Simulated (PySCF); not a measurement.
Isomers C₉H₁₀:

A. `C=CCc1ccccc1`
B. SMILES C1=CC(=C)/C1=C\CC=C
C. `InChI=1S/C9H10/c1-4-7(2)9-6-5-8(9)3/h1H,3,5-6H2,2H3/b9-7-`

Spectrum 1. 1H NMR (300 MHz, computed): δ 6.41 (br s, 1H), 5.35 (br s, 1H), 3.14 (s, 1H), 2.75 (m, 2H), 2.68 (m, 2H), 1.89 (s, 3H). 13C{1H} NMR (computed): δ 155.1 (C), 152.8 (C), 116.5 (CH2), 116.2 (C), 95.0 (CH), 89.0 (C), 28.2 (CH2), 28.1 (CH2), 22.1 (CH3).

Spectrum 2. 1H NMR (300 MHz, computed): δ 7.61 (m, 2H), 7.50 (m, 2H), 7.48 (m, 1H), 6.12 (m, 1H), 5.44 (m, 1H), 5.11 (m, 1H), 3.38 (d, 2H). 13C{1H} NMR (computed): δ 149.9 (CH), 146.5 (C), 134.4 (CH), 134.3 (CH), 131.5 (CH), 118.6 (CH2), 48.1 (CH2).

Spectrum 3. 1H NMR (300 MHz, computed): δ 7.15 (m, 1H), 7.06 (m, 1H), 6.04 (m, 1H), 5.40 (m, 1H), 5.25 (m, 1H), 5.25 (t, 1H), 5.17 (m, 1H), 5.06 (m, 1H), 3.08 (m, 2H). 13C{1H} NMR (computed): δ 156.5 (C), 156.4 (CH), 153.0 (CH), 147.2 (C), 146.7 (CH), 121.9 (CH), 121.3 (CH2), 103.1 (CH2), 39.8 (CH2).

Non-relativistic Hamiltonian, isolated molecule, one conformer, one averaged value for each set of equivalent atoms. Shieldings: GIAO PBE0/pcSseg-1; geometry from GFN2-xTB; PySCF.

δ = σ(ref) − σ, references computed at the same level: 1H (31.72 ppm), 13C (186.93 ppm) vs TMS. Where no couplings were computed, multiplicities follow the n + 1 count of equivalent neighbours, and m marks all less simple cases (inequivalent or close neighbours, rings, F or P nearby). Shifts are as computed. Against solution values, carbons near 30 ppm lie about +3 ppm off and those near 130 ppm about +5 ppm. Of 1211 compounds with measured shifts, 218 miss one by over three times the rms of a fit or turn the order of signals round; such compounds aren't used in these exercises.

Task: Which spectrum belongs to which compound?

Result: 1–C, 2–A, 3–B.

- Spectrum 1 (C): 9 13C signals; δC 155.1 is a fully substituted alkene carbon; δC 152.8 is a fully substituted alkene carbon.
- Spectrum 2 (A): 7 13C signals; δC 149.9 is an alkene CH; δC 134.4 is an aromatic CH.
- Spectrum 3 (B): 9 13C signals; δC 156.5 is a fully substituted alkene carbon; δC 156.4 is an alkene CH.
